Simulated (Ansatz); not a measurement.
A short molecular-dynamics run on CH$_{6}$BNSi.

```yaml
crystal:
  periodic: [false, false, false]
  atoms:
    - {symbol: B, position_ang: [-0.121470, 0.863249, -0.443554]}
    - {symbol: C, position_ang: [-1.069991, -0.242272, -0.813842]}
    - {symbol: N, position_ang: [-1.800262, -1.101471, -1.095876]}
    - {symbol: Si, position_ang: [1.126583, 0.033509, 0.924690]}
    - {symbol: H, position_ang: [0.512746, 1.176985, -1.421430]}
    - {symbol: H, position_ang: [-0.746184, 1.754778, 0.077791]}
    - {symbol: H, position_ang: [-2.241341, -1.994509, -1.122925]}
    - {symbol: H, position_ang: [1.885254, -1.135755, 0.388192]}
    - {symbol: H, position_ang: [0.414152, -0.453514, 2.143593]}
    - {symbol: H, position_ang: [2.123813, 1.047799, 1.366159]}
basis:
  gaussian: {orbitals: "6-31G*"}
hamiltonian: {xc: {name: revPBE}}
md: {timestep: 0.5 fs, n_steps: 30, ensemble: nve, temperature: 700, initial_velocities: maxwell_boltzmann, seed: 548}
```

```sh
$ ansatz run in.yaml --threads 2 --pin off --events-out ev --progress --plain --max-ram 4352MiB
```

```
step  time (fs)  potential energy (eV)  kinetic (eV)  T (K)  conserved (eV)
   0        0.0            -11174.3602        0.7239    700     -11173.6363
   1        0.5            -11174.3591        0.7228    699     -11173.6363
   2        1.0            -11174.3423        0.7063    683     -11173.6361
   3        1.5            -11174.3127        0.6769    655     -11173.6358
   4        2.0            -11174.2741        0.6386    618     -11173.6355
   5        2.5            -11174.2308        0.5955    576     -11173.6353
   6        3.0            -11174.1865        0.5514    533     -11173.6351
   7        3.5            -11174.1443        0.5093    493     -11173.6350
   8        4.0            -11174.1064        0.4715    456     -11173.6349
   9        4.5            -11174.0743        0.4395    425     -11173.6348
  10        5.0            -11174.0491        0.4143    401     -11173.6348
  11        5.5            -11174.0311        0.3963    383     -11173.6348
  12        6.0            -11174.0201        0.3852    373     -11173.6349
  13        6.5            -11174.0149        0.3799    367     -11173.6350
  14        7.0            -11174.0132        0.3780    366     -11173.6352
  15        7.5            -11174.0119        0.3764    364     -11173.6355
  16        8.0            -11174.0071        0.3714    359     -11173.6357
  17        8.5            -11173.9958        0.3600    348     -11173.6358
  18        9.0            -11173.9775        0.3418    331     -11173.6356
  19        9.5            -11173.9550        0.3198    309     -11173.6353
  20       10.0            -11173.9350        0.3003    290     -11173.6347
  21       10.5            -11173.9255        0.2912    282     -11173.6343
  22       11.0            -11173.9326        0.2983    289     -11173.6343
  23       11.5            -11173.9575        0.3229    312     -11173.6346
  24       12.0            -11173.9955        0.3604    349     -11173.6351
  25       12.5            -11174.0387        0.4030    390     -11173.6356
  26       13.0            -11174.0784        0.4424    428     -11173.6360
  27       13.5            -11174.1089        0.4728    457     -11173.6361
  28       14.0            -11174.1277        0.4917    476     -11173.6360
  29       14.5            -11174.1358        0.5000    484     -11173.6358
  30       15.0            -11174.1358        0.5002    484     -11173.6356
```

Velocities are drawn at the set temperature; a run this short doesn't reach equilibrium.

Frames (Å, forces in eV/Å):

```xyz
10
time=0.0 fs
B    -0.121    0.863   -0.444    0.025    0.107   -0.019
C    -1.070   -0.242   -0.814    1.539    1.751    0.617
N    -1.800   -1.101   -1.096   -1.653   -1.663   -0.747
Si    1.127    0.034    0.925   -0.025    0.019   -0.029
H     0.513    1.177   -1.421    0.135    0.126   -0.197
H    -0.746    1.755    0.078   -0.102    0.236    0.085
H    -2.241   -1.995   -1.123   -0.188   -0.432    0.009
H     1.885   -1.136    0.388    0.163   -0.219   -0.068
H     0.414   -0.454    2.144   -0.100   -0.098    0.244
H     2.124    1.048    1.366    0.206    0.172    0.105
10
time=0.5 fs
B    -0.122    0.868   -0.446   -0.191    0.353    0.220
C    -1.070   -0.241   -0.813    1.549    1.822    0.669
N    -1.796   -1.104   -1.094   -1.761   -1.873   -0.766
Si    1.125    0.032    0.924   -0.002    0.121    0.003
H     0.518    1.159   -1.427    0.115    0.196   -0.183
H    -0.750    1.772    0.104    0.145   -0.113   -0.198
H    -2.248   -1.996   -1.125   -0.086   -0.243    0.016
H     1.879   -1.133    0.368    0.140   -0.224   -0.004
H     0.396   -0.436    2.145   -0.031   -0.123    0.180
H     2.132    1.045    1.370    0.121    0.083    0.062
10
time=1.0 fs
B    -0.122    0.873   -0.447   -0.355    0.560    0.424
C    -1.070   -0.240   -0.811    1.482    1.798    0.690
N    -1.792   -1.106   -1.093   -1.804   -1.998   -0.760
Si    1.124    0.030    0.923    0.024    0.212    0.043
H     0.524    1.141   -1.433    0.086    0.259   -0.151
H    -0.754    1.789    0.129    0.355   -0.412   -0.459
H    -2.254   -1.998   -1.126    0.024   -0.049    0.027
H     1.873   -1.132    0.348    0.112   -0.218    0.063
H     0.377   -0.418    2.147    0.044   -0.146    0.106
H     2.141    1.042    1.373    0.033   -0.007    0.018
10
time=1.5 fs
B    -0.122    0.878   -0.449   -0.466    0.723    0.585
C    -1.069   -0.238   -0.809    1.340    1.678    0.679
N    -1.788   -1.109   -1.091   -1.769   -2.013   -0.727
Si    1.123    0.028    0.922    0.049    0.290    0.085
H     0.530    1.124   -1.440    0.047    0.315   -0.104
H    -0.757    1.805    0.154    0.524   -0.656   -0.691
H    -2.261   -2.000   -1.128    0.128    0.125    0.039
H     1.868   -1.130    0.328    0.078   -0.202    0.133
H     0.359   -0.401    2.150    0.122   -0.166    0.026
H     2.150    1.040    1.377   -0.054   -0.094   -0.026
10
time=2.0 fs
B    -0.122    0.883   -0.451   -0.526    0.840    0.703
C    -1.068   -0.236   -0.808    1.131    1.469    0.639
N    -1.785   -1.113   -1.090   -1.650   -1.906   -0.668
Si    1.121    0.027    0.921    0.072    0.355    0.125
H     0.535    1.108   -1.446   -0.001    0.365   -0.042
H    -0.758    1.819    0.177    0.653   -0.844   -0.889
H    -2.267   -2.002   -1.129    0.215    0.260    0.051
H     1.862   -1.130    0.308    0.041   -0.179    0.205
H     0.341   -0.385    2.152    0.201   -0.186   -0.055
H     2.159    1.037    1.381   -0.136   -0.176   -0.067
10
time=2.5 fs
B    -0.123    0.889   -0.453   -0.544    0.912    0.779
C    -1.067   -0.233   -0.806    0.865    1.182    0.571
N    -1.782   -1.116   -1.089   -1.450   -1.674   -0.585
Si    1.120    0.025    0.921    0.091    0.408    0.160
H     0.541    1.093   -1.453   -0.054    0.409    0.029
H    -0.758    1.832    0.197    0.745   -0.980   -1.053
H    -2.272   -2.003   -1.131    0.277    0.345    0.061
H     1.857   -1.129    0.289    0.002   -0.150    0.276
H     0.323   -0.368    2.155    0.279   -0.205   -0.135
H     2.167    1.034    1.384   -0.211   -0.248   -0.105
10
time=3.0 fs
B    -0.123    0.895   -0.454   -0.527    0.944    0.819
C    -1.066   -0.230   -0.804    0.557    0.835    0.483
N    -1.779   -1.120   -1.087   -1.176   -1.329   -0.480
Si    1.119    0.023    0.920    0.104    0.448    0.185
H     0.547    1.079   -1.460   -0.111    0.449    0.107
H    -0.757    1.842    0.216    0.805   -1.069   -1.183
H    -2.277   -2.003   -1.132    0.309    0.375    0.070
H     1.852   -1.129    0.271   -0.037   -0.119    0.346
H     0.306   -0.353    2.157    0.353   -0.225   -0.208
H     2.175    1.030    1.388   -0.277   -0.309   -0.138
10
time=3.5 fs
B    -0.124    0.900   -0.455   -0.484    0.937    0.828
C    -1.065   -0.227   -0.802    0.225    0.449    0.380
N    -1.776   -1.124   -1.086   -0.844   -0.890   -0.361
Si    1.117    0.022    0.919    0.111    0.477    0.200
H     0.553    1.065   -1.466   -0.168    0.486    0.186
H    -0.753    1.849    0.231    0.836   -1.115   -1.282
H    -2.282   -2.003   -1.133    0.308    0.349    0.075
H     1.846   -1.130    0.253   -0.075   -0.088    0.413
H     0.290   -0.337    2.158    0.420   -0.246   -0.274
H     2.183    1.025    1.391   -0.331   -0.357   -0.166
10
time=4.0 fs
B    -0.125    0.906   -0.456   -0.421    0.893    0.810
C    -1.063   -0.224   -0.800   -0.113    0.043    0.268
N    -1.774   -1.129   -1.085   -0.471   -0.383   -0.232
Si    1.116    0.020    0.918    0.112    0.496    0.203
H     0.558    1.053   -1.472   -0.222    0.520    0.263
H    -0.747    1.854    0.243    0.841   -1.123   -1.348
H    -2.285   -2.002   -1.134    0.277    0.274    0.077
H     1.841   -1.130    0.236   -0.109   -0.058    0.476
H     0.275   -0.323    2.159    0.480   -0.269   -0.328
H     2.189    1.020    1.393   -0.373   -0.393   -0.188
10
time=4.5 fs
B    -0.125    0.913   -0.457   -0.343    0.812    0.768
C    -1.062   -0.221   -0.798   -0.442   -0.359    0.154
N    -1.771   -1.133   -1.084   -0.078    0.161   -0.099
Si    1.115    0.019    0.918    0.105    0.506    0.193
H     0.562    1.042   -1.478   -0.272    0.551    0.332
H    -0.739    1.856    0.252    0.821   -1.093   -1.383
H    -2.288   -2.000   -1.135    0.220    0.162    0.075
H     1.835   -1.131    0.221   -0.140   -0.032    0.534
H     0.261   -0.309    2.159    0.530   -0.293   -0.371
H     2.195    1.013    1.395   -0.401   -0.414   -0.203
10
time=5.0 fs
B    -0.126    0.919   -0.458   -0.254    0.691    0.704
C    -1.061   -0.218   -0.795   -0.747   -0.740    0.045
N    -1.769   -1.137   -1.083    0.314    0.709    0.030
Si    1.113    0.017    0.917    0.090    0.508    0.170
H     0.566    1.033   -1.482   -0.315    0.579    0.392
H    -0.730    1.856    0.258    0.776   -1.024   -1.385
H    -2.290   -1.997   -1.135    0.146    0.026    0.071
H     1.829   -1.132    0.207   -0.166   -0.011    0.585
H     0.249   -0.296    2.158    0.570   -0.318   -0.400
H     2.200    1.006    1.397   -0.415   -0.421   -0.213
10
time=5.5 fs
B    -0.127    0.926   -0.458   -0.155    0.528    0.618
C    -1.059   -0.216   -0.793   -1.016   -1.081   -0.056
N    -1.766   -1.142   -1.083    0.681    1.226    0.151
Si    1.112    0.016    0.916    0.068    0.504    0.134
H     0.570    1.025   -1.486   -0.348    0.606    0.439
H    -0.718    1.853    0.261    0.706   -0.915   -1.351
H    -2.292   -1.995   -1.136    0.066   -0.113    0.066
H     1.822   -1.133    0.194   -0.186    0.004    0.629
H     0.237   -0.283    2.156    0.599   -0.345   -0.415
H     2.203    0.998    1.398   -0.414   -0.414   -0.215
10
time=6.0 fs
B    -0.128    0.933   -0.458   -0.045    0.318    0.507
C    -1.058   -0.213   -0.791   -1.239   -1.370   -0.143
N    -1.764   -1.146   -1.082    1.001    1.679    0.259
Si    1.111    0.014    0.916    0.038    0.494    0.086
H     0.572    1.018   -1.489   -0.372    0.629    0.471
H    -0.705    1.848    0.260    0.607   -0.761   -1.278
H    -2.294   -1.992   -1.136   -0.007   -0.235    0.060
H     1.815   -1.133    0.182   -0.200    0.010    0.664
H     0.228   -0.271    2.154    0.616   -0.372   -0.416
H     2.206    0.988    1.399   -0.399   -0.393   -0.211
10
time=6.5 fs
B    -0.130    0.939   -0.459    0.078    0.056    0.367
C    -1.058   -0.211   -0.789   -1.411   -1.596   -0.214
N    -1.761   -1.149   -1.081    1.256    2.040    0.349
Si    1.109    0.013    0.915    0.001    0.480    0.026
H     0.573    1.013   -1.490   -0.384    0.649    0.487
H    -0.690    1.841    0.256    0.478   -0.558   -1.159
H    -2.296   -1.991   -1.136   -0.061   -0.321    0.056
H     1.808   -1.134    0.173   -0.208    0.009    0.690
H     0.219   -0.261    2.150    0.620   -0.399   -0.401
H     2.208    0.978    1.399   -0.369   -0.359   -0.200
10
time=7.0 fs
B    -0.131    0.946   -0.459    0.215   -0.263    0.194
C    -1.057   -0.209   -0.787   -1.528   -1.753   -0.267
N    -1.758   -1.153   -1.080    1.432    2.287    0.418
Si    1.108    0.012    0.914   -0.044    0.462   -0.044
H     0.574    1.009   -1.490   -0.385    0.666    0.485
H    -0.675    1.832    0.249    0.317   -0.302   -0.992
H    -2.298   -1.990   -1.136   -0.084   -0.357    0.053
H     1.800   -1.135    0.165   -0.210   -0.001    0.707
H     0.212   -0.251    2.145    0.613   -0.427   -0.372
H     2.208    0.967    1.398   -0.325   -0.313   -0.182
10
time=7.5 fs
B    -0.132    0.953   -0.459    0.368   -0.641   -0.012
C    -1.057   -0.207   -0.784   -1.590   -1.836   -0.301
N    -1.755   -1.156   -1.078    1.520    2.410    0.464
Si    1.107    0.010    0.914   -0.096    0.443   -0.124
H     0.574    1.007   -1.490   -0.373    0.679    0.464
H    -0.658    1.823    0.240    0.123    0.011   -0.772
H    -2.300   -1.990   -1.136   -0.072   -0.336    0.054
H     1.792   -1.135    0.158   -0.205   -0.019    0.714
H     0.207   -0.242    2.140    0.592   -0.455   -0.329
H     2.208    0.955    1.398   -0.267   -0.255   -0.159
10
time=8.0 fs
B    -0.132    0.959   -0.459    0.535   -1.075   -0.250
C    -1.057   -0.206   -0.782   -1.597   -1.846   -0.316
N    -1.751   -1.158   -1.077    1.521    2.410    0.488
Si    1.106    0.009    0.913   -0.153    0.424   -0.212
H     0.572    1.007   -1.488   -0.348    0.686    0.425
H    -0.641    1.814    0.229   -0.101    0.377   -0.502
H    -2.302   -1.991   -1.136   -0.024   -0.260    0.058
H     1.783   -1.136    0.153   -0.195   -0.047    0.712
H     0.203   -0.234    2.133    0.560   -0.482   -0.272
H     2.208    0.942    1.396   -0.197   -0.188   -0.130
10
time=8.5 fs
B    -0.133    0.966   -0.459    0.707   -1.552   -0.509
C    -1.058   -0.205   -0.780   -1.553   -1.782   -0.314
N    -1.748   -1.161   -1.076    1.444    2.301    0.491
Si    1.104    0.008    0.912   -0.215    0.406   -0.307
H     0.570    1.008   -1.485   -0.311    0.689    0.367
H    -0.624    1.806    0.217   -0.347    0.782   -0.193
H    -2.305   -1.992   -1.135    0.054   -0.142    0.064
H     1.773   -1.137    0.150   -0.179   -0.082    0.699
H     0.200   -0.228    2.126    0.516   -0.508   -0.202
H     2.207    0.929    1.395   -0.115   -0.112   -0.096
10
time=9.0 fs
B    -0.134    0.972   -0.460    0.872   -2.044   -0.766
C    -1.059   -0.205   -0.778   -1.462   -1.650   -0.295
N    -1.744   -1.162   -1.075    1.301    2.102    0.475
Si    1.103    0.007    0.912   -0.279    0.391   -0.407
H     0.567    1.011   -1.481   -0.261    0.687    0.289
H    -0.609    1.800    0.205   -0.599    1.202    0.135
H    -2.307   -1.994   -1.135    0.150    0.002    0.071
H     1.763   -1.138    0.149   -0.157   -0.125    0.677
H     0.199   -0.222    2.119    0.461   -0.534   -0.122
H     2.206    0.916    1.393   -0.026   -0.032   -0.058
10
time=9.5 fs
B    -0.134    0.977   -0.460    1.008   -2.509   -0.989
C    -1.060   -0.204   -0.777   -1.328   -1.455   -0.262
N    -1.739   -1.164   -1.073    1.111    1.837    0.442
Si    1.102    0.006    0.911   -0.343    0.382   -0.508
H     0.564    1.015   -1.476   -0.201    0.678    0.193
H    -0.594    1.797    0.193   -0.833    1.597    0.448
H    -2.309   -1.996   -1.134    0.251    0.151    0.079
H     1.753   -1.140    0.149   -0.131   -0.175    0.647
H     0.198   -0.218    2.111    0.398   -0.557   -0.032
H     2.204    0.903    1.391    0.069    0.051   -0.019
10
time=10.0 fs
B    -0.134    0.982   -0.461    1.089   -2.895   -1.135
C    -1.061   -0.204   -0.775   -1.159   -1.204   -0.219
N    -1.735   -1.165   -1.072    0.891    1.530    0.397
Si    1.100    0.005    0.910   -0.405    0.380   -0.607
H     0.560    1.021   -1.471   -0.130    0.664    0.081
H    -0.582    1.797    0.181   -1.021    1.914    0.704
H    -2.310   -1.997   -1.133    0.345    0.287    0.085
H     1.743   -1.141    0.151   -0.101   -0.230    0.608
H     0.199   -0.215    2.103    0.327   -0.578    0.065
H     2.203    0.889    1.389    0.165    0.133    0.022
10
time=10.5 fs
B    -0.134    0.987   -0.462    1.092   -3.148   -1.168
C    -1.063   -0.205   -0.773   -0.960   -0.906   -0.167
N    -1.730   -1.166   -1.070    0.659    1.206    0.342
Si    1.099    0.003    0.909   -0.459    0.386   -0.701
H     0.556    1.029   -1.466   -0.051    0.644   -0.045
H    -0.572    1.802    0.172   -1.138    2.101    0.862
H    -2.311   -1.998   -1.132    0.418    0.392    0.088
H     1.732   -1.144    0.155   -0.068   -0.289    0.563
H     0.200   -0.214    2.095    0.251   -0.596    0.165
H     2.202    0.876    1.388    0.257    0.210    0.061
10
time=11.0 fs
B    -0.134    0.990   -0.463    1.005   -3.228   -1.064
C    -1.065   -0.205   -0.771   -0.738   -0.570   -0.110
N    -1.726   -1.166   -1.068    0.429    0.884    0.281
Si    1.097    0.002    0.908   -0.504    0.402   -0.785
H     0.551    1.038   -1.461    0.032    0.619   -0.180
H    -0.565    1.813    0.165   -1.166    2.120    0.896
H    -2.310   -1.998   -1.130    0.463    0.456    0.088
H     1.721   -1.147    0.159   -0.034   -0.350    0.513
H     0.202   -0.214    2.088    0.174   -0.610    0.265
H     2.202    0.864    1.386    0.340    0.278    0.096
10
time=11.5 fs
B    -0.134    0.993   -0.464    0.833   -3.124   -0.828
C    -1.067   -0.206   -0.770   -0.500   -0.209   -0.052
N    -1.721   -1.167   -1.067    0.216    0.581    0.217
Si    1.096    0.001    0.907   -0.537    0.428   -0.855
H     0.547    1.049   -1.456    0.114    0.590   -0.316
H    -0.560    1.828    0.159   -1.107    1.962    0.805
H    -2.309   -1.996   -1.129    0.473    0.469    0.083
H     1.710   -1.151    0.165    0.000   -0.409    0.460
H     0.205   -0.216    2.081    0.098   -0.620    0.360
H     2.202    0.852    1.384    0.410    0.333    0.125
10
time=12.0 fs
B    -0.133    0.996   -0.466    0.597   -2.857   -0.492
C    -1.069   -0.207   -0.768   -0.253    0.168    0.006
N    -1.716   -1.167   -1.065    0.029    0.310    0.153
Si    1.094    0.001    0.906   -0.555    0.462   -0.906
H     0.543    1.061   -1.452    0.188    0.556   -0.443
H    -0.559    1.848    0.156   -0.974    1.647    0.610
H    -2.306   -1.994   -1.127    0.444    0.429    0.074
H     1.699   -1.155    0.172    0.034   -0.463    0.406
H     0.207   -0.219    2.075    0.028   -0.625    0.445
H     2.204    0.841    1.383    0.461    0.373    0.147
10
time=12.5 fs
B    -0.132    0.997   -0.468    0.331   -2.471   -0.105
C    -1.071   -0.207   -0.766   -0.005    0.548    0.059
N    -1.711   -1.167   -1.063   -0.124    0.081    0.092
Si    1.093    0.000    0.905   -0.556    0.504   -0.935
H     0.539    1.075   -1.450    0.248    0.518   -0.552
H    -0.559    1.871    0.154   -0.793    1.221    0.351
H    -2.302   -1.990   -1.125    0.378    0.337    0.061
H     1.688   -1.161    0.180    0.064   -0.511    0.353
H     0.210   -0.223    2.070   -0.032   -0.623    0.516
H     2.207    0.831    1.382    0.490    0.394    0.159
10
time=13.0 fs
B    -0.131    0.998   -0.469    0.069   -2.020    0.279
C    -1.073   -0.208   -0.765    0.236    0.920    0.106
N    -1.707   -1.168   -1.061   -0.240   -0.100    0.036
Si    1.091   -0.001    0.904   -0.541    0.548   -0.939
H     0.536    1.089   -1.448    0.287    0.476   -0.632
H    -0.562    1.898    0.153   -0.592    0.740    0.071
H    -2.297   -1.986   -1.123    0.277    0.200    0.044
H     1.677   -1.169    0.189    0.090   -0.546    0.304
H     0.213   -0.229    2.067   -0.079   -0.614    0.569
H     2.211    0.822    1.382    0.494    0.397    0.162
10
time=13.5 fs
B    -0.130    0.999   -0.471   -0.161   -1.552    0.616
C    -1.075   -0.208   -0.763    0.463    1.270    0.144
N    -1.702   -1.168   -1.059   -0.319   -0.234   -0.014
Si    1.089   -0.002    0.903   -0.509    0.591   -0.915
H     0.534    1.105   -1.448    0.299    0.429   -0.672
H    -0.566    1.927    0.152   -0.394    0.253   -0.196
H    -2.292   -1.981   -1.121    0.150    0.027    0.025
H     1.667   -1.177    0.198    0.110   -0.568    0.259
H     0.215   -0.236    2.065   -0.111   -0.596    0.599
H     2.216    0.814    1.382    0.473    0.381    0.154
10
time=14.0 fs
B    -0.129    0.999   -0.473   -0.341   -1.101    0.875
C    -1.077   -0.208   -0.761    0.668    1.588    0.172
N    -1.697   -1.168   -1.058   -0.366   -0.327   -0.056
Si    1.088   -0.003    0.901   -0.464    0.626   -0.864
H     0.533    1.122   -1.450    0.281    0.375   -0.668
H    -0.570    1.956    0.151   -0.215   -0.203   -0.426
H    -2.286   -1.976   -1.118    0.009   -0.163    0.005
H     1.656   -1.187    0.209    0.124   -0.573    0.221
H     0.217   -0.245    2.064   -0.125   -0.570    0.605
H     2.222    0.807    1.382    0.428    0.348    0.136
10
time=14.5 fs
B    -0.129    0.999   -0.474   -0.461   -0.686    1.044
C    -1.079   -0.208   -0.759    0.846    1.863    0.188
N    -1.693   -1.169   -1.056   -0.390   -0.389   -0.090
Si    1.086   -0.004    0.900   -0.406    0.649   -0.787
H     0.532    1.140   -1.453    0.233    0.313   -0.618
H    -0.576    1.984    0.149   -0.061   -0.607   -0.608
H    -2.280   -1.972   -1.116   -0.131   -0.350   -0.014
H     1.646   -1.198    0.219    0.130   -0.558    0.190
H     0.219   -0.256    2.064   -0.122   -0.535    0.585
H     2.229    0.800    1.383    0.362    0.301    0.109
10
time=15.0 fs
B    -0.128    0.999   -0.475   -0.525   -0.315    1.126
C    -1.081   -0.207   -0.757    0.990    2.084    0.190
N    -1.688   -1.169   -1.054   -0.404   -0.435   -0.115
Si    1.084   -0.004    0.898   -0.338    0.654   -0.686
H     0.531    1.158   -1.457    0.160    0.241   -0.526
H    -0.581    2.012    0.145    0.065   -0.948   -0.740
H    -2.275   -1.968   -1.114   -0.252   -0.510   -0.030
H     1.637   -1.211    0.230    0.128   -0.524    0.166
H     0.221   -0.267    2.067   -0.102   -0.490    0.541
H     2.237    0.795    1.384    0.278    0.243    0.076
```

Hardware: 2 threads of an Arm Neoverse V2 on a shared host. Wall time 33 s, peak host memory 0.11 GiB.
